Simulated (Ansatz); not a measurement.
## Abstraction of F: SiH2(CH3)F + C2H5Mg → SiH2(CH3) + C2H5FMg

Species: SiH2(CH3)F, singlet; C2H5Mg `C[CH2][Mg]`, doublet; SiH2(CH3), doublet; C2H5FMg `C[CH2][Mg][F]`, singlet. A radical takes F: the energy is the difference in strength between the Si–F bond broken and the Mg–F bond made.

Shapes, held fixed at every level: PBE0-D4/def2-TZVP. Programs: Ansatz 0.2.0. The zero-point and thermal change to 298 K, harmonic and unscaled (PBE0-D4/def2-TZVP), is -3.8 kJ/mol.

Question: Estimate ΔH(298 K) of this reaction.

Answer: The highest level, CCSD(T)/def2-TZVPP, gives ΔH(298 K) = +55.1 kJ/mol; the levels span +21.1 to +69.9. The column of differences is taken from that level and isn't an error. No measured value is set beside it here. Open shells run unrestricted unless RO is named. Correlated rows may include outer-core shells of Mg, which these sets cover unevenly.

| level | kind | ΔH(298 K) (kJ/mol) | less CCSD(T)/def2-TZVPP |
| --- | --- | --- | --- |
| HF/def2-SVP | Hartree–Fock | +37.6 | -17.5 |
| HF/def2-TZVPP | Hartree–Fock | +69.9 | +14.8 |
| wB97M-V/def2-TZVPP | range-separated hybrid | +54.2 | -0.9 |
| wB97X-V/def2-TZVPP | range-separated hybrid | +51.2 | -3.9 |
| B2PLYP/def2-TZVPP | double hybrid | +51.5 | -3.6 |
| CCSD(T)/def2-SVP | coupled cluster or CI | +21.1 | -34.0 |
| CCSD/def2-TZVPP | coupled cluster or CI | +55.0 | -0.1 |
| CCSD(T)/def2-TZVPP | coupled cluster or CI | +55.1 | 0.0 |
